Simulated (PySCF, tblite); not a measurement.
A database entry of computed molecular properties. Lists by class give the value and the number of equivalent atoms.

```json
{
 "formula": "C5H4NO2",
 "smiles": "N#CC1(C(=O)[O-])CC1",
 "charge": -1,
 "multiplicity": 1,
 "geometry_level": "GFN2-xTB",
 "atoms_angstrom": [
  ["N", -1.249, 2.402, -0.944],
  ["C", -0.776, 1.414, -0.58],
  ["C", -0.26, 0.203, -0.106],
  ["C", -1.377, -0.972, 0.106],
  ["O", -1.548, -1.277, 1.281],
  ["O", -1.85, -1.398, -0.939],
  ["C", 0.898, 0.216, 0.854],
  ["C", 1.1, -0.267, -0.546],
  ["H", 0.85, -0.513, 1.651],
  ["H", 1.33, 1.167, 1.143],
  ["H", 1.217, -1.329, -0.717],
  ["H", 1.667, 0.353, -1.231]
 ],
 "electronic_structure_code": "PySCF",
 "results": {
  "GFN2-xTB geometry": {
   "point_group": "C1",
   "rotational_constants_GHz": [2.805, 1.976, 1.527]
  },
  "PBE0/pcSseg-1 ground state and GIAO shieldings, non-relativistic": {
   "homo_eV": -2.0,
   "lumo_eV": 4.68,
   "shift_vs_computed_TMS_C_by_class_ppm": [
    [161.5, 1],
    [134.8, 1],
    [16.7, 1],
    [16.6, 2]
   ],
   "shift_vs_computed_TMS_H_by_class_ppm": [
    [0.88, 2],
    [0.44, 2]
   ],
   "shielding_other_nuclei_by_class_ppm": [
    ["N", -5.0, 1],
    ["O", 6.2, 1],
    ["O", 10.9, 1]
   ],
   "charges_hirshfeld_e_by_atom": [-0.31, 0.07, -0.02, 0.13, -0.4, -0.41, -0.1, -0.09, 0.04, 0.03, 0.04, 0.03]
  },
  "GFN2-xTB harmonic vibrations, gas phase": {
   "strongest_ir_bands_cm-1_km_per_mol_modes": [
    [717.2, 168.6, 1],
    [723.7, 149.0, 1],
    [1175.1, 122.6, 1],
    [1304.1, 390.0, 1],
    [1866.5, 669.8, 1],
    [2336.5, 547.3, 1]
   ],
   "zpe_kcal_per_mol": 50.3
  }
 }
}
```

With B = h/(8π²I), that is 505.379 GHz u Å² over I, the principal moments of inertia are 180.2, 255.8 and 331.0 u Å² (most abundant isotopes); the inertial defect Ic − Ia − Ib is -105.0 u Å² (zero for a rigid planar frame, negative otherwise). The zero-point energy, half the sum of the 30 harmonic wavenumbers, equals 17580 cm⁻¹ or 210 kJ/mol. The rotational constants make it an asymmetric top with κ = (2B − A − C)/(A − C) = -0.30, nearer the prolate limit (−1).

 NMR classes are plain means over equivalent atoms (diastereotopic ones count apart unless rotation or inversion swaps them), as if these changed places fast; in this geometry the members of some classes differ. No diffuse functions stand in pcSseg-1, which bears on an anion's orbital energies.

The values belong to the conformer `[N:1]#[C:2][C:3]1([C:4](=[O:5])[O-:6])[CH2:7][CH2:8]1`: C2–C3–C4–O5 -113°.
